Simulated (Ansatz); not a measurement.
`[O]=[Mo]([OH])([F])([Cl])[Cl]` and `[O]=[Mo]([F])([Cl])([Cl])[Cl]` differ in one atom or group.

Ansatz, PBE0-D4/def2-TZVP geometries, multiplicity 1. Each molecule was computed in one conformer, which needn't be the lowest.

Elements past krypton have def2 core potentials.

| property | `[O]=[Mo]([OH])([F])([Cl])[Cl]` |
| --- | --- |
| size of the dipole moment (B3LYP/def2-TZVPP) / D | 2.50 |
| HOMO energy (ωB97M-V/def2-TZVPP) / eV | -11.11 |
| HOMO–LUMO gap (PBE0/def2-TZVPP) / eV | 4.21 |
| HOMO–LUMO gap (ωB97M-V/def2-TZVPP) / eV | 8.47 |
| HOMO energy (PBE/def2-TZVPP) / eV | -7.52 |
| size of the dipole moment (PBE/def2-TZVPP) / D | 2.51 |

Problem. Give the same properties after the change, and the shifts. (An estimate is asked.)

Solution. Computed: 
```csv
property,`[O]=[Mo]([F])([Cl])([Cl])[Cl]`,shift
size of the dipole moment (B3LYP/def2-TZVPP) / D,0.63,-1.87
HOMO energy (ωB97M-V/def2-TZVPP) / eV,-11.39,-0.28
HOMO–LUMO gap (PBE0/def2-TZVPP) / eV,3.79,-0.42
HOMO–LUMO gap (ωB97M-V/def2-TZVPP) / eV,7.95,-0.52
HOMO energy (PBE/def2-TZVPP) / eV,-7.87,-0.35
size of the dipole moment (PBE/def2-TZVPP) / D,0.51,-2.00
```

With PBE0 the HOMO falls by 0.31 eV and the LUMO falls by 0.73 eV, so the gap narrows by about 0.42 eV. PBE moves the HOMO by -0.35 eV and ωB97M-V by -0.28 eV. The zero-point energy changes by -31.0 kJ/mol with -3 modes. Dipoles are sizes alone; their direction can turn.

B3LYP here is the variant with VWN-RPA as its local correlation; programs differ in this.
